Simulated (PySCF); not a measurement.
**Electron correlation in Ho (holmium, neutral)**

[Xe] 4f11 6s2, one real determinant. Calculation: PySCF 2.14, in cc-pVDZ-X2C (8s7p5d3f1g, 84 functions); the spin-free X2C one-electron Hamiltonian (Gaussian nucleus). Frozen: [Kr] 4d10; 21 electrons correlated.

```tsv
level	correlation energy (mhartree)
CCSD	-719.81
(T)	-31.63
CCSD(T)	-751.44
```

Diagnostics: T1 = 0.023, D1 = 0.0747, largest double amplitude 0.097.

Task: Is a single reference adequate?

Result: Mostly. T1 lies below 0.03, but a double amplitude of this size points to a near-degeneracy that CCSD handles and MP2 describes poorly.

The reference is one real determinant that mixes LS terms of this configuration.
